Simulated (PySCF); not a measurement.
This PySCF input asks for the NMR shieldings of `CC[SiH2]P`, C2H9PSi; the geometry comes from GFN2-xTB, dihedral held.

```python
import basis_set_exchange as bse
import numpy as np
from pyscf import gto, dft
from pyscf.prop import nmr

atoms = """
C    -1.977981   -0.107693    0.447528
C    -0.751344    0.394719   -0.304709
Si    0.832020   -0.529888    0.217051
P     0.505640   -2.701263   -0.244932
H    -2.878038    0.406408    0.113967
H    -1.866949    0.058514    1.516701
H    -2.113337   -1.176040    0.281808
H    -0.915882    0.277172   -1.377611
H    -0.630312    1.463218   -0.123080
H     1.046778   -0.424068    1.664966
H     1.992979    0.046482   -0.477112
H     0.677742   -2.567754   -1.612137
H     1.826192   -3.063897   -0.055423
"""
names = dict.fromkeys(["C", "Si", "P", "H"], "pcSseg-1")
basis = {el: gto.basis.parse(bse.get_basis(n, elements=[el], fmt="nwchem")) for el, n in names.items()}
mol = gto.M(atom=atoms, basis=basis, charge=0, verbose=0)
mf = dft.RKS(mol, xc="PBE0")
mf.grids.level = 2
mf.grids.alignment = dft.numint.BLKSIZE   # the property module wants whole blocks of grid points
mf.conv_tol = 1e-9
mf.kernel()

calc = nmr.RKS(mf)   # GIAO
C = mf.mo_coeff
Co = C[:, mf.mo_occ > 0]
resp = mf.gen_response(singlet=True, hermi=2)
def vind(x):   # induced exchange potential for any number of trial vectors
    d = np.einsum("pi,xij,qj->xpq", C, 2 * x.reshape(-1, C.shape[1], Co.shape[1]), Co, optimize=True)
    return np.einsum("xpq,pi,qj->xij", resp(d - d.transpose(0, 2, 1)), C, Co, optimize=True).ravel()
mo1, _ = nmr.rhf.solve_mo1(calc, with_cphf=vind)
sigma = calc.kernel(mo1)
for i, s in enumerate(sigma):   # ppm
    print("%2d %-2s %9.2f" % (i, mol.atom_pure_symbol(i), np.trace(s) / 3))
```

Question: What does it print?

Answer: 
```
 0 C     175.24
 1 C     179.89
 2 Si    392.29
 3 P     630.60
 4 H      30.29
 5 H      30.82
 6 H      30.36
 7 H      31.07
 8 H      30.69
 9 H      27.58
10 H      26.99
11 H      30.88
12 H      30.75
```

These numbers come from an equivalent density-fitted implementation of the same equations, which agrees with the script to about 0.01 ppm for H and up to a few tenths of a ppm for heavy atoms, so last digits may differ.

The geometry is no minimum: GFN2-xTB, dihedral held.

Size and cost of the density-fitted run: 127 basis functions, 8.6 s wall time on 1 thread of an Arm Neoverse V2, shared host.
